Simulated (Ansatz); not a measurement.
Born–Oppenheimer molecular dynamics of CH₈B₂Si (12 atoms, charge 0, multiplicity 1). It starts at the highest image of a converged band. Of that band: Beside the main top the profile has a ripple of under 15 meV (maxima at images 1, 4, 6), which may be a very shallow well or noise. A vibrational analysis at the climbing image gives one clearly imaginary mode, 286i cm⁻¹: a first-order saddle point.

These are results of Ansatz, RKS B3LYP-D4/6-31G, not measurements.

```json
{
 "ensemble": "NVE (velocity Verlet)",
 "time step": "0.5 fs",
 "steps asked": "200",
 "starting velocities drawn for": "300 K",
 "seed": "3559"
}
```

Frames 1 fs apart, positions in Å, forces in eV/Å.

Velocities at 80.0 fs (Å/ps):

```
C 1.83 -2.68 1.44
B 2.36 1.52 -4.35
B -0.05 -0.98 3.99
Si -0.03 1.57 -1.99
H -30.73 -17.63 -11.21
H 15.08 -7.20 0.62
H 9.73 21.01 7.68
H -8.04 -13.74 8.65
H -13.73 -4.71 6.71
H -3.13 11.74 20.53
H -5.94 -6.90 0.42
H -9.10 -0.09 8.85
```

```xyz
12
Properties=species:S:1:pos:R:3:forces:R:3 time_fs=80.0 energy_less_start_eV=0.156 T=180
C -0.357 2.097 -0.146 -0.89 0.69 -0.79
B -0.525 0.659 0.328 0.07 1.06 0.11
B -0.720 -0.820 0.507 0.37 -0.61 0.21
Si 1.013 -1.800 -0.003 -0.38 -0.36 0.79
H -0.907 2.866 0.440 0.44 -0.52 0.19
H 0.687 2.369 -0.229 0.56 0.21 0.30
H -0.759 2.258 -1.165 0.02 -0.35 0.07
H -1.395 -0.624 -0.505 -0.27 0.00 -0.52
H -1.325 -1.353 1.356 -0.23 -0.36 0.38
H 1.889 -1.849 1.265 -0.22 -0.15 -0.51
H 0.621 -3.204 -0.454 0.30 0.21 0.11
H 1.840 -1.186 -1.069 0.25 0.19 -0.36
12
Properties=species:S:1:pos:R:3:forces:R:3 time_fs=81.0 energy_less_start_eV=0.184 T=158
C -0.355 2.095 -0.145 -0.44 0.82 -0.84
B -0.523 0.661 0.324 -0.01 0.76 0.15
B -0.720 -0.822 0.511 0.15 -0.63 0.35
Si 1.013 -1.798 -0.005 -0.45 -0.53 1.10
H -0.935 2.847 0.430 0.57 -0.39 0.34
H 0.704 2.363 -0.227 0.05 0.20 0.43
H -0.749 2.277 -1.157 -0.02 -0.44 -0.16
H -1.404 -0.637 -0.499 -0.24 0.02 -0.50
H -1.339 -1.360 1.364 -0.03 -0.20 0.18
H 1.885 -1.838 1.282 -0.29 -0.17 -0.68
H 0.617 -3.209 -0.453 0.34 0.31 0.13
H 1.832 -1.185 -1.062 0.37 0.26 -0.50
12
Properties=species:S:1:pos:R:3:forces:R:3 time_fs=82.0 energy_less_start_eV=0.214 T=135
C -0.354 2.093 -0.144 0.06 0.87 -0.88
B -0.521 0.664 0.320 -0.10 0.42 0.18
B -0.719 -0.824 0.515 -0.13 -0.62 0.41
Si 1.013 -1.797 -0.007 -0.49 -0.61 1.25
H -0.958 2.823 0.423 0.61 -0.19 0.51
H 0.722 2.359 -0.221 -0.44 0.17 0.52
H -0.740 2.292 -1.151 -0.04 -0.49 -0.37
H -1.416 -0.651 -0.497 -0.14 0.02 -0.40
H -1.354 -1.368 1.374 0.19 -0.03 -0.04
H 1.878 -1.829 1.294 -0.31 -0.18 -0.76
H 0.616 -3.212 -0.450 0.37 0.35 0.14
H 1.828 -1.182 -1.060 0.42 0.28 -0.55
12
Properties=species:S:1:pos:R:3:forces:R:3 time_fs=83.0 energy_less_start_eV=0.234 T=120
C -0.353 2.092 -0.144 0.46 0.83 -0.93
B -0.518 0.667 0.316 -0.17 0.06 0.21
B -0.719 -0.826 0.520 -0.40 -0.55 0.38
Si 1.012 -1.796 -0.008 -0.47 -0.57 1.24
H -0.975 2.797 0.421 0.57 0.04 0.65
H 0.735 2.356 -0.209 -0.78 0.16 0.55
H -0.730 2.302 -1.148 -0.04 -0.50 -0.50
H -1.429 -0.664 -0.500 -0.01 0.02 -0.24
H -1.367 -1.376 1.384 0.37 0.12 -0.22
H 1.868 -1.821 1.298 -0.27 -0.19 -0.77
H 0.618 -3.212 -0.447 0.37 0.33 0.13
H 1.828 -1.176 -1.063 0.38 0.25 -0.49
12
Properties=species:S:1:pos:R:3:forces:R:3 time_fs=84.0 energy_less_start_eV=0.231 T=122
C -0.351 2.092 -0.145 0.63 0.75 -0.98
B -0.516 0.670 0.312 -0.25 -0.30 0.23
B -0.720 -0.829 0.525 -0.63 -0.42 0.26
Si 1.012 -1.795 -0.008 -0.41 -0.43 1.07
H -0.987 2.772 0.425 0.51 0.23 0.72
H 0.741 2.355 -0.193 -0.90 0.19 0.54
H -0.722 2.308 -1.150 -0.02 -0.48 -0.50
H -1.442 -0.677 -0.504 0.13 0.03 -0.06
H -1.377 -1.384 1.391 0.49 0.21 -0.33
H 1.856 -1.816 1.295 -0.18 -0.20 -0.69
H 0.624 -3.208 -0.442 0.35 0.26 0.09
H 1.831 -1.167 -1.070 0.28 0.17 -0.35
12
Properties=species:S:1:pos:R:3:forces:R:3 time_fs=85.0 energy_less_start_eV=0.207 T=141
C -0.349 2.092 -0.147 0.55 0.66 -1.00
B -0.514 0.673 0.308 -0.31 -0.64 0.24
B -0.720 -0.832 0.530 -0.76 -0.24 0.07
Si 1.011 -1.794 -0.009 -0.34 -0.22 0.78
H -0.994 2.749 0.436 0.45 0.34 0.68
H 0.739 2.356 -0.171 -0.80 0.25 0.48
H -0.713 2.309 -1.157 0.03 -0.44 -0.38
H -1.454 -0.690 -0.510 0.26 0.04 0.11
H -1.382 -1.389 1.395 0.53 0.25 -0.34
H 1.842 -1.812 1.285 -0.04 -0.20 -0.52
H 0.633 -3.202 -0.436 0.31 0.15 0.04
H 1.837 -1.157 -1.081 0.12 0.06 -0.16
12
Properties=species:S:1:pos:R:3:forces:R:3 time_fs=86.0 energy_less_start_eV=0.174 T=166
C -0.347 2.093 -0.150 0.21 0.57 -0.96
B -0.513 0.675 0.305 -0.35 -0.93 0.26
B -0.722 -0.835 0.536 -0.80 -0.02 -0.18
Si 1.010 -1.793 -0.009 -0.28 0.05 0.42
H -0.997 2.730 0.454 0.42 0.36 0.52
H 0.729 2.359 -0.145 -0.48 0.33 0.39
H -0.704 2.306 -1.167 0.08 -0.37 -0.17
H -1.463 -0.703 -0.514 0.35 0.06 0.24
H -1.382 -1.392 1.397 0.50 0.22 -0.27
H 1.827 -1.810 1.271 0.14 -0.20 -0.28
H 0.645 -3.195 -0.430 0.25 -0.01 -0.03
H 1.844 -1.147 -1.094 -0.04 -0.06 0.05
12
Properties=species:S:1:pos:R:3:forces:R:3 time_fs=87.0 energy_less_start_eV=0.153 T=182
C -0.344 2.094 -0.153 -0.27 0.47 -0.81
B -0.511 0.676 0.302 -0.37 -1.14 0.28
B -0.724 -0.839 0.541 -0.74 0.22 -0.45
Si 1.009 -1.793 -0.008 -0.26 0.31 0.03
H -0.995 2.713 0.476 0.41 0.30 0.27
H 0.715 2.365 -0.115 -0.03 0.42 0.29
H -0.694 2.299 -1.179 0.11 -0.27 0.05
H -1.469 -0.715 -0.516 0.41 0.07 0.32
H -1.377 -1.393 1.395 0.39 0.14 -0.12
H 1.814 -1.810 1.254 0.35 -0.19 0.01
H 0.660 -3.187 -0.425 0.19 -0.17 -0.09
H 1.851 -1.137 -1.106 -0.18 -0.16 0.24
12
Properties=species:S:1:pos:R:3:forces:R:3 time_fs=88.0 energy_less_start_eV=0.152 T=183
C -0.342 2.095 -0.157 -0.72 0.35 -0.56
B -0.510 0.677 0.299 -0.37 -1.27 0.30
B -0.727 -0.842 0.546 -0.58 0.47 -0.72
Si 1.008 -1.792 -0.008 -0.27 0.53 -0.32
H -0.990 2.700 0.501 0.38 0.22 -0.02
H 0.700 2.375 -0.083 0.40 0.48 0.18
H -0.683 2.289 -1.190 0.13 -0.15 0.22
H -1.471 -0.726 -0.515 0.41 0.09 0.34
H -1.369 -1.393 1.393 0.24 0.02 0.08
H 1.805 -1.812 1.236 0.54 -0.17 0.30
H 0.676 -3.182 -0.420 0.12 -0.33 -0.16
H 1.855 -1.128 -1.115 -0.29 -0.24 0.38
12
Properties=species:S:1:pos:R:3:forces:R:3 time_fs=89.0 energy_less_start_eV=0.162 T=175
C -0.340 2.097 -0.162 -0.91 0.22 -0.22
B -0.510 0.676 0.296 -0.33 -1.30 0.31
B -0.730 -0.845 0.550 -0.37 0.68 -0.96
Si 1.007 -1.791 -0.008 -0.29 0.68 -0.57
H -0.981 2.688 0.526 0.31 0.14 -0.31
H 0.689 2.390 -0.048 0.63 0.47 0.05
H -0.671 2.279 -1.200 0.12 0.00 0.30
H -1.469 -0.736 -0.510 0.38 0.10 0.31
H -1.358 -1.392 1.391 0.07 -0.12 0.30
H 1.800 -1.815 1.222 0.69 -0.15 0.53
H 0.693 -3.179 -0.416 0.07 -0.43 -0.20
H 1.858 -1.122 -1.121 -0.36 -0.28 0.46
12
Properties=species:S:1:pos:R:3:forces:R:3 time_fs=90.0 energy_less_start_eV=0.170 T=169
C -0.339 2.099 -0.166 -0.73 0.10 0.22
B -0.509 0.674 0.294 -0.26 -1.23 0.32
B -0.734 -0.847 0.553 -0.15 0.82 -1.09
Si 1.006 -1.790 -0.008 -0.29 0.71 -0.66
H -0.969 2.678 0.548 0.18 0.11 -0.53
H 0.684 2.409 -0.013 0.56 0.34 -0.11
H -0.658 2.268 -1.206 0.07 0.16 0.27
H -1.464 -0.746 -0.503 0.29 0.10 0.23
H -1.347 -1.393 1.392 -0.08 -0.23 0.48
H 1.802 -1.820 1.213 0.75 -0.13 0.63
H 0.711 -3.180 -0.415 0.02 -0.45 -0.23
H 1.857 -1.118 -1.123 -0.37 -0.29 0.47
12
Properties=species:S:1:pos:R:3:forces:R:3 time_fs=91.0 energy_less_start_eV=0.170 T=169
C -0.338 2.102 -0.171 -0.26 -0.01 0.71
B -0.509 0.671 0.291 -0.16 -1.08 0.32
B -0.738 -0.849 0.556 0.03 0.84 -1.06
Si 1.005 -1.788 -0.009 -0.25 0.63 -0.58
H -0.956 2.669 0.565 -0.01 0.12 -0.68
H 0.684 2.431 0.020 0.26 0.12 -0.31
H -0.644 2.259 -1.210 0.02 0.31 0.16
H -1.456 -0.754 -0.494 0.17 0.09 0.09
H -1.336 -1.395 1.398 -0.15 -0.27 0.55
H 1.811 -1.826 1.209 0.71 -0.11 0.59
H 0.730 -3.186 -0.416 0.00 -0.39 -0.22
H 1.852 -1.117 -1.121 -0.34 -0.25 0.43
```

Of the whole run (100 fs, mean temperature of the second half 154 K): The conserved energy stayed within 0.12 meV per atom of its start (net change 0.056 meV per atom), so the integration is sound. The temperature averaged 0.51 of the 300 K drawn at the start: a run that starts near a minimum puts about half its kinetic energy into the potential. A run of 0.1 ps of so small a system gives no equilibrium averages. The orbitals stay closed-shell, which can raise the energy where a bond breaks towards radicals; this wasn't checked here. Limits of this set-up: no polarisation functions.

Time of the run: 7.5 min on 1 thread of Arm Neoverse V2, on a shared host, peak memory 0.12 GiB.
